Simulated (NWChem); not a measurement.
Species: InNH3OF; SMILES [NH2][In]([OH])[F]

```xyz
7

In     0.0264     0.0151     0.0136
F     -1.8292    -0.6305    -0.0283
O      1.3621    -1.4530    -0.0347
H      0.9210    -2.3112    -0.0486
N      0.3586     1.9999    -0.0978
H      1.2382     2.3062     0.3116
H     -0.3952     2.5651     0.2867
```
Atoms are numbered in this order, from 1.

Program: NWChem. Medium grid unless said otherwise, to which SCAN and Minnesota functionals are sensitive. Geometry: optimised at PBE0/def2-SVP. def2 effective core potentials on In; no spin-orbit coupling.

For level SCAN/def2-SVP:

| Quantity | Value |
|---|---|
| highest occupied level (eV) | -6.59 |
| orbital gap (eV) | 4.24 |

Q: Estimate the same quantities for level PBE/def2-SVP.

A: 
| Quantity | Value |
|---|---|
| highest occupied level (eV) | -6.19 |
| orbital gap (eV) | 3.69 |
